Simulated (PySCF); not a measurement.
## Computed data sheet: `N#[C][Ge@@H]([GeH3])[CH2][SiH3]`

Compound: C2H9Ge2NSi.
Structure used (PBE0-D3(BJ)/def2-SVP), in Å, numbered top down from 1:
```xyz
15
C2H9Ge2NSi angstrom
N      0.0811   -2.5731    2.0849
C     -0.0821   -1.9475    1.1216
Ge    -0.3826   -0.8583   -0.4489
Ge    -2.3669    0.4526    0.0179
C      1.2375    0.2032   -0.6982
Si     1.6536    1.3742    0.7200
H     -0.5832   -1.8560   -1.6030
H     -2.2103    1.1449    1.3797
H     -3.5960   -0.4691    0.0386
H     -2.5378    1.5142   -1.0829
H      2.0741   -0.4954   -0.8632
H      1.1135    0.7883   -1.6247
H      1.8004    0.6160    1.9969
H      2.9241    2.1047    0.4287
H      0.5516    2.3737    0.8767
```

Structural features include: cyano group on a heteroatom, Si–H bond and C–Si bond.

PBE0-D3(BJ)/def2-SVP geometry optimisation, gas phase (PySCF):

| Item | Value |
| --- | --- |
| Point group | C1 |
| Rotational constants A, B, C | 1.308, 0.858, 0.667 GHz |

wB97X-D/def2-SVPD ground state, ΔSCF and vertical TDDFT (core frozen in the response) (PySCF):

| Quantity | Value |
| --- | --- |
| Dipole moment | 4.38 D |
| HOMO energy | -10.20 eV |
| LUMO energy | 1.05 eV |
| HOMO–LUMO gap | 11.25 eV |
| Lowest singlet excitation | 6.86 eV (181 nm, f = 0.015) |
| Strongest line among the 10 lowest singlet transitions | S7 at 7.78 eV (159 nm, f = 0.206) |
| Lowest triplet excitation (Tamm–Dancoff) | 5.90 eV |
| Static isotropic polarisability | 117.2 au |
| Vertical ionisation energy | 10.32 eV |
| Electronic spatial extent ⟨r²⟩ about the centre of nuclear charge | 1776 bohr² |

PBE0/pcSseg-1 ground state and GIAO shieldings, non-relativistic (PySCF):

| Property | Result |
| --- | --- |
| Lowest Hirshfeld atomic charge | -0.23 e on C5 |
| Highest Hirshfeld atomic charge | +0.32 e on Ge3 |
| 13C chemical shifts (computed TMS as zero) by class | 124.6 (C2), -10.0 (C5) ppm |
| 1H chemical shifts (computed TMS as zero) by class | 4.74 (H7), 4.14 (H13/H14/H15), 3.78 (H8/H9/H10), 0.45 (H11), -0.13 (H12) ppm |
| Isotropic shieldings of nuclei other than C and H, by class | -108 (N1), 420 (Si6), 1501 (Ge3), 1656 (Ge4) ppm |
| Mayer bond orders between heavy atoms | N1–C2 2.96, C2–Ge3 0.75, Ge3–Ge4 0.93, Ge3–C5 0.99, C5–Si6 0.88 |

Monoisotopic mass from the formula: 222.8928 u.

The ΔSCF ionisation energy exceeds −ε(HOMO) by 0.12 eV with wB97X-D. The vertical singlet–triplet gap S1 − T1 is 0.96 eV (TDDFT singlet less Tamm–Dancoff triplet; S1: HOMO→LUMO, weight 0.49; T1: HOMO→LUMO, weight 0.16). The largest Löwdin shares of the HOMO are 0.28 on Ge4, 0.25 on Ge3, 0.09 on C5 and 0.08 on N1.

 Relativistic effects, spin–orbit coupling among them, are left out although an element past zinc is present. Atoms bound to Ge lack the heavy atom's spin–orbit term in their shielding, so their NMR values are less reliable. NMR classes are plain means over equivalent atoms (diastereotopic ones count apart unless rotation or inversion swaps them), as if these changed places fast; in this geometry the members of some classes differ.

One conformer stands for the species.
